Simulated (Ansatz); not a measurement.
Born–Oppenheimer molecular dynamics of C3H10BNO (16 atoms, charge 0, multiplicity 1). It goes on from the last frame of an earlier run, with new velocities.

Method: UKS BHLYP-D4/6-31G (Ansatz 0.2.0).

```yaml
ensemble: NVT, Langevin thermostat
time_step: 0.5 fs
steps_asked: 100
set_temperature: 100 K
friction: 0.001 /fs
seed: 676624
```

First frame:

```xyz
16
Properties=species:S:1:pos:R:3
C -1.858 -0.867 0.740
O -0.933 0.137 0.364
C 0.195 -0.246 -0.500
C 1.075 -1.483 0.045
B 0.936 1.103 -0.464
N 0.331 2.365 -0.253
H -2.751 -0.860 -0.004
H -1.497 -1.909 0.540
H -2.389 -0.880 1.739
H -0.081 -0.537 -1.514
H 1.935 -1.498 -0.469
H 0.583 -2.534 -0.014
H 1.407 -1.422 1.114
H 2.079 1.230 -0.785
H -0.652 2.556 -0.086
H 0.803 3.293 -0.535
```

Task: What does the run give?

Result: All steps were run.

```yaml
steps_done: 100
time_covered: 50 fs
mean_temperature_over_the_second_half: 417 K
spread_of_the_potential_energy_over_the_second_half: 10.4 meV per atom
mean_potential_energy_of_the_second_half_above_the_start: -43.4 meV per atom
```

The mean temperature of the second half is 317 % above the set value. A run of 0.05 ps of so small a system gives no equilibrium averages. Limits of this set-up: no polarisation functions.

Task: What happens to the structure?

Result: The same pairs are bonded in the first frame and the last. Pairs count as bonded within 1.25 times the sum of covalent radii (0.12 Å more for H–H). Another seed would give other details.

Task: How do temperature and energy run in time?

Result: 
```tsv
time (fs)	T (K)	potential energy less start (eV)
0.0	94	0.000
4.0	403	-0.636
8.0	512	-0.867
12.0	380	-0.590
16.0	410	-0.650
20.0	385	-0.598
24.0	449	-0.728
28.0	399	-0.645
32.0	300	-0.440
36.0	423	-0.717
40.0	440	-0.749
44.0	383	-0.629
48.0	506	-0.888
```

Time of the run: 11 min on 2 threads of Arm Neoverse N1 (shared host), peak memory 0.27 GiB.
